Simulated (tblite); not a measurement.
Compound: C8H8N (doublet state).
Structure used (GFN2-xTB), in Å, numbered top down from 1:
```
atom  x, y, z in Å
C1     2.299    0.865   -0.674
N2     2.333   -0.365    0.055
C3     1.312   -0.923    0.531
C4    -0.102   -0.492    0.508
C5    -1.078   -1.428    0.178
C6    -2.419   -1.057    0.129
C7    -2.731    0.234    0.444
C8    -1.817    1.183    0.797
C9    -0.474    0.811    0.821
H10    2.970    0.749   -1.526
H11    2.708    1.655   -0.041
H12    1.304    1.161   -1.025
H13    1.488   -1.883    1.011
H14   -0.794   -2.443   -0.061
H15   -3.173   -1.780   -0.142
H16   -2.104    2.192    1.053
H17    0.270    1.534    1.124
```

Method: GFN2-xTB as coded in tblite; computed harmonic values from a numerical Hessian at the method's own geometry, unscaled. The method is semi-empirical: single wavenumbers can be off by several per cent or more. One conformer, not necessarily the lowest. Open shells enter through the occupations alone, without spin polarisation, and single modes of such species can be off by tens of per cent.

Harmonic wavenumbers (cm⁻¹): 57.1, 120.7, 167.1, 213.4, 283.6, 336.3, 407.3, 451.8, 495.8, 560.2, 608.5, 668.7, 756.9, 809.6, 831.0, 861.4, 894.8, 905.0, 964.5, 1012.4, 1083.5, 1094.0, 1115.2, 1127.3, 1170.3, 1202.1, 1237.4, 1267.6, 1319.7, 1384.7, 1387.5, 1427.2, 1462.9, 1475.9, 1521.7, 1594.4, 1731.1, 2913.3, 2975.8, 2989.0, 2997.5, 3061.1, 3069.6, 3076.7, 3079.6.

A = 3867, B = 1162, C = 964.5 MHz; mass 118.066 u (most abundant isotopes); point group C1, symmetry number 1; spin multiplicity 2.

**Question.** What is the zero-point energy?

**Answer.** Half the sum of the wavenumbers: 29086 cm⁻¹ = 347.94 kJ/mol.

**Question.** What is S at 298.15 K and 1 bar for an ideal gas of classical rigid rotors and harmonic oscillators?

**Answer.** Translation 168.36, rotation 120.06, vibration 85.20, spin (R ln 2) 5.76: S = 379.4 J/(mol K).

**Question.** And Cp and H(298.15 K) − H(0)?

**Answer.** Cp = 137.72 J/(mol K), of which vibrations give 104.46 (their classical limit is 45 R = 374.2); H(298.15 K) − H(0) = 24.21 kJ/mol without the zero-point energy, 14.29 from vibrations.

**Question.** What must be added to the electronic energy to get the Gibbs energy at 298.15 K and 1 bar?

**Answer.** ZPE + [H(298.15 K) − H(0)] − T·S = 347.94 + 24.21 − 113.11 = 259.04 kJ/mol.

**Question.** How do the functions run with temperature in this model?

**Answer.** 
| T (K) | S (J/(mol K)) | Cp (J/(mol K)) | H − H(0) (kJ/mol) | G − H(0) (kJ/mol) | ln q(vib) |
| --- | --- | --- | --- | --- | --- |
| 50 | 241.6 | 45.7 | 1.90 | -10.18 | 0.26 |
| 100 | 278.6 | 62.9 | 4.61 | -23.25 | 0.95 |
| 373.15 | 413.6 | 167.7 | 35.67 | -118.65 | 5.96 |
| 500 | 469.0 | 211.9 | 59.86 | -174.66 | 8.56 |
| 750 | 567.4 | 272.2 | 120.99 | -304.53 | 13.76 |
| 1000 | 651.3 | 310.1 | 194.13 | -457.14 | 18.76 |

q(vib) and H(0) count from the zero-point level.

**Question.** Which modes carry the vibrational entropy at 298.15 K?

**Answer.** 57.1 cm⁻¹: 19.06; 120.7 cm⁻¹: 12.92; 167.1 cm⁻¹: 10.33; 213.4 cm⁻¹: 8.43; 283.6 cm⁻¹: 6.33; 336.3 cm⁻¹: 5.14 J/(mol K); the other 39 give 22.99 together.

**Question.** Blend soft modes into free rotors: weight 1/[1 + (100 cm⁻¹/ν̃)⁴] for the oscillator and the rest for a rotor with moment μB/(μ + B), μ = h/(8π²ν), B = 10⁻⁴⁴ kg m². What vibrational entropy results?

**Answer.** 80.33 J/(mol K) in place of 85.20, which changes −T·S at 298.15 K by +1.45 kJ/mol.

Hindered rotation and anharmonicity are outside this model. Other conformers, if any are populated, would add a mixing term that is left out. The structure is chiral; the term R ln 2 for an equal mix with its mirror image is left out.

Time: 0.58 s. Hardware: an Arm Neoverse V1 with one thread, no GPU, on a shared host. The figure is for the frequency step alone.
